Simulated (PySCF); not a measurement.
NICS in one family of compounds.

Probes without a nucleus sit at each ring's centroid and 1 Å off its mean plane on both sides; NICS is minus the shielding there, NICSzz its component along the normal. Level: GIAO PBE0/pcSseg-1 (PySCF, non-relativistic, gas phase) on the GFN2-xTB geometries, one conformer each. Atom numbers follow the mapped SMILES.

Question: Order these rings by mean NICS(1)zz, lowest (most negative) first (ppm).
A. ring P4–C5–C7 in `[CH:1]#[C:2][CH2:3][P@@H+:4]1[C:5]([F:6])=[C:7]1[SiH3:8]` (charge +1)
B. ring C6–C7–C8–N9–C10–C11 in `[F:1][C:2]1=[C:3]([SiH3:4])[P@@H+:5]1[c:6]1[cH:7][cH:8][n:9][cH:10][cH:11]1` (charge +1)
C. ring P5–C6–C8 in `[N:1]#[C:2][CH2:3][CH2:4][P@H+:5]1[C:6]([F:7])=[C:8]1[SiH3:9]` (charge +1)
D. ring C2–C3–P5 in `[F:1][C:2]1=[C:3]([SiH3:4])[P@H+:5]1[CH2:6][PH2:7]` (charge +1)
E. ring C6–C7–C8–C9–S10 in `[F:1][C:2]1=[C:3]([SiH3:4])[P@@H+:5]1[c:6]1[cH:7][cH:8][cH:9][s:10]1` (charge +1)
F. ring C2–C3–P5 in `[CH3:1][C:2]1=[C:3]([F:4])[P@@H+:5]1[CH2:6][CH2:7][C:8]#[N:9]` (charge +1)
G. ring P4–C5–C7 in `[N:1]#[C:2][CH2:3][P@H+:4]1[C:5]([F:6])=[C:7]1[SiH3:8]` (charge +1)

Answer: B (-28.0), E (-26.2), G (-19.3), A (-17.0), C (-15.4), D (-13.4), F (-11.9).

| SMILES | ring | NICS(0) | NICS(1) | NICS(1)zz | HOMA | rms pucker (Å) | ring atoms with four or more neighbours |
| --- | --- | --- | --- | --- | --- | --- | --- |
| FC1=C([SiH3])[P@@H+]1c1ccncc1 | 6-membered ring with N; formal bonds all aromatic | -7.1 | -11.2 | -28.0 | 0.99 | 0.00 | 0 |
| FC1=C([SiH3])[P@@H+]1c1cccs1 | 5-membered ring with S; formal bonds all aromatic | -12.0 | -11.3 | -26.2 | 0.86 | 0.00 | 0 |
| N#CC[P@H+]1C(F)=C1[SiH3] | 3-membered ring with P; formal bonds 1 double, 2 single | -42.3 | -10.5 | -19.3 | – | 0.00 | 1 |
| C#CC[P@@H+]1C(F)=C1[SiH3] | 3-membered ring with P; formal bonds 1 double, 2 single | -36.4 | -9.7 | -17.0 | – | 0.00 | 1 |
| N#CCC[P@H+]1C(F)=C1[SiH3] | 3-membered ring with P; formal bonds 1 double, 2 single | -32.4 | -9.5 | -15.4 | – | 0.00 | 1 |
| FC1=C([SiH3])[P@H+]1CP | 3-membered ring with P; formal bonds 1 double, 2 single | -27.0 | -9.4 | -13.4 | – | 0.00 | 1 |
| CC1=C(F)[P@@H+]1CCC#N | 3-membered ring with P; formal bonds 1 double, 2 single | -26.3 | -8.8 | -11.9 | – | 0.00 | 1 |

NICS(0) gives another order. The isotropic NICS(1) gives another order. HOMA uses Krygowski's 1993 parameters; it is left out where a ring has a four-coordinate atom, a triple bond, no multiple bond or a kind of bond without parameters. NICS(1) and NICS(1)zz are means over the two faces.
